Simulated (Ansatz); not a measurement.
Cartesian coordinates in Å:
```
O -1.105 0.003 -1.277
Si 0.262 0.940 -1.486
S 1.774 0.123 -0.252
Si 0.533 -0.170 1.485
O -0.546 -1.377 1.263
H -1.919 0.357 -1.642
H 0.753 0.858 -2.897
H 1.441 -0.572 2.579
H -0.136 1.123 1.777
H -1.057 -1.284 0.450
```

Charge 0, multiplicity 2.

Task: List the PBE/def2-TZVPP orbital energies in eV (the Gaussian-basis code of Ansatz). (Best estimate.)

Result: The calculation gave: α occupied: -2395.73, -1780.93, -1780.52, -511.21, -510.29, -208.72, -154.82, -154.78, -154.69, -138.51, -138.14, -95.30, -95.26, -95.21, -94.92, -94.86, -94.83, -25.87, -25.06, -18.21, -14.31, -13.69, -12.08, -11.03, -9.98, -9.73, -9.19, -8.79, -8.27, -7.89, -7.24, -6.93, -4.88. α empty: -1.21, -0.47, -0.27, -0.01, 0.25, 1.08, 1.31, 1.98. β occupied: -2395.71, -1780.87, -1780.52, -511.14, -510.29, -208.70, -154.80, -154.76, -154.67, -138.43, -138.13, -95.20, -95.17, -95.11, -94.92, -94.86, -94.83, -25.75, -25.06, -18.12, -14.22, -13.67, -11.93, -10.85, -9.90, -9.50, -9.16, -8.69, -8.18, -7.79, -7.21, -6.75. β empty: -3.36, -0.98, -0.30, -0.10, 0.16, 0.40, 1.26, 1.48. ⟨S²⟩ = 0.752.
